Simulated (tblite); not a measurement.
Compound: C8H14Si.
Cartesian coordinates in Å at the GFN2-xTB level; atoms count from 1:
```xyz
23
C8H14Si angstrom
C     -1.9103    2.7420   -0.2846
C     -1.3960    1.7108   -0.6120
C     -0.7769    0.4547   -0.9418
C     -1.6636   -0.8032   -0.8455
C     -0.5637   -1.5046   -0.0337
C     -0.9922   -2.2138    1.2361
C      0.1541   -0.1497    0.1437
Si     2.0213   -0.0622   -0.1742
C      2.5738    1.7486   -0.0755
H     -2.3618    3.6510   -0.0191
H     -0.2839    0.5331   -1.9145
H     -1.9414   -1.2627   -1.7926
H     -2.5632   -0.6252   -0.2577
H      0.0180   -2.1889   -0.6564
H     -1.6001   -3.0864    1.0031
H     -0.1186   -2.5405    1.7969
H     -1.5766   -1.5468    1.8674
H     -0.1013    0.2768    1.1169
H      2.7244   -0.8856    0.8181
H      2.2888   -0.5952   -1.5192
H      1.9984    2.3752   -0.7514
H      3.6220    1.8527   -0.3375
H      2.4440    2.1469    0.9266
```

Calculated harmonic vibrations of the isolated species, GFN2-xTB (tblite), most abundant isotopes, no scaling. Against measured fundamentals such values can be off by several per cent, at times by over 20. Modes of hydrogen on silicon can be 10 to 20 % off. One conformer, not necessarily the lowest.

Harmonic wavenumbers (cm⁻¹): 38.9, 41.9, 83.2, 109.8, 141.4, 160.9, 188.9, 223.3, 253.1, 317.4, 421.1, 435.5, 453.4, 476.1, 550.3, 584.3, 652.0, 662.2, 677.6, 753.5, 770.8, 787.7, 826.9, 843.4, 880.4, 925.8, 950.3, 973.4, 1041.0, 1060.1, 1090.1, 1105.2, 1146.7, 1159.6, 1163.0, 1220.4, 1226.7, 1242.1, 1277.8, 1310.8, 1345.7, 1374.9, 1410.2, 1476.1, 1485.2, 1489.8, 1498.8, 1501.9, 2196.1, 2219.3, 2282.9, 2931.5, 2946.3, 2953.1, 2998.5, 3007.3, 3020.1, 3023.5, 3029.1, 3035.5, 3039.9, 3047.1, 3393.5.

A = 1386, B = 1176, C = 724.1 MHz; mass 138.086 u (most abundant isotopes); point group C1, symmetry number 1.

Question: What is the zero-point energy?

Answer: ½Σν̃ = 41467 cm⁻¹ = 118.56 kcal/mol.

Question: What is S at 273.15 K and 1 bar for an ideal gas of classical rigid rotors and harmonic oscillators?

Answer: Translation 40.27, rotation 29.73, vibration 34.51: S = 104.5 cal/(mol K).

Question: And Cp and H(273.15 K) − H(0)?

Answer: Cp = 42.54 cal/(mol K), of which vibrations give 34.59 (their classical limit is 63 R = 125.2); H(273.15 K) − H(0) = 7.01 kcal/mol without the zero-point energy, 4.84 from vibrations.

Question: How do the functions run with temperature in this model?

Answer: 
```json
{"T (K)": "150", "S (cal/(mol K))": "84.1", "Cp (cal/(mol K))": "27.5", "H − H(0) (kcal/mol)": "2.72", "G − H(0) (kcal/mol)": "-9.89", "ln q(vib)": "4.36"}
{"T (K)": "250", "S (cal/(mol K))": "100.9", "Cp (cal/(mol K))": "39.6", "H − H(0) (kcal/mol)": "6.06", "G − H(0) (kcal/mol)": "-19.16", "ln q(vib)": "7.69"}
{"T (K)": "298.15", "S (cal/(mol K))": "108.4", "Cp (cal/(mol K))": "45.7", "H − H(0) (kcal/mol)": "8.11", "G − H(0) (kcal/mol)": "-24.20", "ln q(vib)": "9.26"}
{"T (K)": "400", "S (cal/(mol K))": "123.5", "Cp (cal/(mol K))": "57.9", "H − H(0) (kcal/mol)": "13.40", "G − H(0) (kcal/mol)": "-36.01", "ln q(vib)": "12.56"}
{"T (K)": "600", "S (cal/(mol K))": "150.8", "Cp (cal/(mol K))": "76.7", "H − H(0) (kcal/mol)": "26.98", "G − H(0) (kcal/mol)": "-63.51", "ln q(vib)": "18.89"}
{"T (K)": "900", "S (cal/(mol K))": "185.6", "Cp (cal/(mol K))": "94.8", "H − H(0) (kcal/mol)": "52.92", "G − H(0) (kcal/mol)": "-114.14", "ln q(vib)": "27.83"}
```

q(vib) and H(0) count from the zero-point level.

Question: What must be added to the electronic energy to get the Gibbs energy at 273.15 K and 1 bar?

Answer: ZPE + [H(273.15 K) − H(0)] − T·S = 118.56 + 7.01 − 28.55 = 97.02 kcal/mol.

Question: Which modes carry the vibrational entropy at 273.15 K?

Answer: 38.9 cm⁻¹: 5.14; 41.9 cm⁻¹: 4.99; 83.2 cm⁻¹: 3.64; 109.8 cm⁻¹: 3.10; 141.4 cm⁻¹: 2.62; 160.9 cm⁻¹: 2.37 cal/(mol K); the other 57 give 12.64 together.

Question: Blend soft modes into free rotors: weight 1/[1 + (100 cm⁻¹/ν̃)⁴] for the oscillator and the rest for a rotor with moment μB/(μ + B), μ = h/(8π²ν), B = 10⁻⁴⁴ kg m². What vibrational entropy results?

Answer: 31.13 cal/(mol K) in place of 34.51, which changes −T·S at 273.15 K by +0.92 kcal/mol.

Hindered rotation and anharmonicity are outside this model. Other conformers, if any are populated, would add a mixing term that is left out. The structure is chiral; the term R ln 2 for an equal mix with its mirror image is left out.

On Arm Neoverse N1, one thread, no GPU, shared host, this took 1.9 s. The figure is for the frequency step alone.
